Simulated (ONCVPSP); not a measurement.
## Ranking ONCV potentials for sulfur

All share these settings but for the change named:

* Element: sulfur (S)
* Generator: ONCVPSP 4.0.1
* Type: optimised norm-conserving Vanderbilt (ONCV)
* Functional: PBEsol
* Relativity: scalar-relativistic
* Frozen core: [Ne]
* Valence charge: 6
* Reference configuration: 3s1 3p5
* Partial waves: 3s: rc 1.50 bohr, ncon 5, nbas 9, qcut 3.6 1/bohr, 2 projectors, debl 3.5 Ha; 3p: rc 1.40 bohr, ncon 5, nbas 9, qcut 5 1/bohr, 2 projectors, debl 2 Ha
* Local potential: polynomial inside 1.05 bohr (lpopt 5, dvloc0 0 Ha)
* Core correction: Teter function, fcfact 4, rcfact 1.8

Cutoff: the first of the cutoffs (Ha) at which the residual kinetic energy of the hardest occupied pseudo-wave falls to 1 and 0.1 mHa per electron; the density cutoff is not measured.

The base gives 74 Ha.

Of 6 variants that were run, those that failed, showed a ghost or another fault, or gave nearly equal values are left out.

A variant can come out equal or close to the base.

Problem. Rank these variants from softest to hardest (loose cutoff).
A. local potential polynomial inside 1.05 bohr (lpopt 5, dvloc0 1 Ha)
B. s: rc 1.98
C. s: qcut 2.4; p: qcut 3.3

Solution. B (28 Ha), A (74 Ha), C (85 Ha).
